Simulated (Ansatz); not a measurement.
Basis sets compared for Ga12As11H32⁻, a nanocrystal cut from zinc blende GaAs (hydrogen-capped). Total charge -1; singlet. Geometry PBE-D4/def2-SVP. Ansatz on 11 threads of AMD EPYC 7R13 on a shared host and a whole NVIDIA H100 80GB HBM3; times are rough, and most runs start from earlier orbitals.

```xyz
55

As   -0.897   -0.348   -4.519
As   -2.935   -3.361    0.828
As    1.007   -2.801    2.653
As    2.784    0.089   -3.168
As    3.619   -1.114    0.272
As    0.019   -1.819   -1.022
As   -2.502    1.191   -1.335
As   -1.580    0.067    2.242
As    1.194    1.995   -0.180
As    2.145    0.667    3.391
As   -0.671    3.825    2.726
Ga   -2.019   -3.149   -1.503
Ga    0.968   -1.544   -3.285
Ga   -2.831    1.111   -3.824
Ga    1.832   -2.826    0.265
Ga   -3.539   -1.463    2.373
Ga    0.107   -0.745    3.782
Ga    4.750   -0.890   -1.971
Ga    1.692    2.267   -2.615
Ga    3.095    1.162    1.094
Ga   -0.577    0.331    0.007
Ga   -2.544    2.192    3.117
Ga    0.466    4.264    0.518
H    -0.218    0.392   -5.670
H    -1.536   -1.438   -5.384
H    -4.136   -4.311    0.809
H    -2.000   -4.318    1.567
H     2.083   -3.428    3.545
H    -0.035   -3.901    2.845
H     3.223    0.176   -4.634
H     4.686   -1.650    1.233
H    -3.740    0.604   -0.665
H    -2.688    2.630   -0.867
H     3.262    0.103    4.273
H     1.944    1.958    4.182
H     0.396    3.589    3.796
H    -1.138    5.173    3.282
H    -1.675   -4.593   -2.054
H    -3.013   -2.168   -2.264
H     1.204   -2.926   -4.024
H    -4.150    0.281   -4.095
H    -2.561    2.560   -4.387
H     2.320   -4.289   -0.084
H    -3.654   -2.062    3.837
H    -4.769   -0.777    1.641
H    -0.175   -0.983    5.318
H     5.040   -2.344   -2.535
H     5.894    0.197   -1.811
H     2.686    3.482   -2.827
H     0.270    2.231   -3.342
H     4.375    2.070    1.286
H    -3.682    2.669    2.121
H    -2.784    2.067    4.680
H    -0.732    4.719   -0.419
H     1.722    5.188    0.799
```

Single mean-field runs in def2-SVP, def2-TZVP are fitted with def2-universal-jkfit.

```csv
level,functions,energy (Eh),HOMO (eV),LUMO (eV),wall time
PBE-D4/def2-SVP (with forces),896,-47699.6946,-3.25,0.28,7.5 s
PBE0-D4/def2-SVP,896,-47700.9550,-4.20,0.96,11 s
```

(1) Estimate the rows for PBE-D4/def2-TZVP, PBE0-D4/def2-TZVP.

## Answers

(1) 
```csv
level,functions,energy (Eh),HOMO (eV),LUMO (eV),wall time
PBE-D4/def2-TZVP,1296,-47705.7132,-3.33,0.17,11 s
PBE0-D4/def2-TZVP,1296,-47706.9502,-4.24,0.87,19 s
```
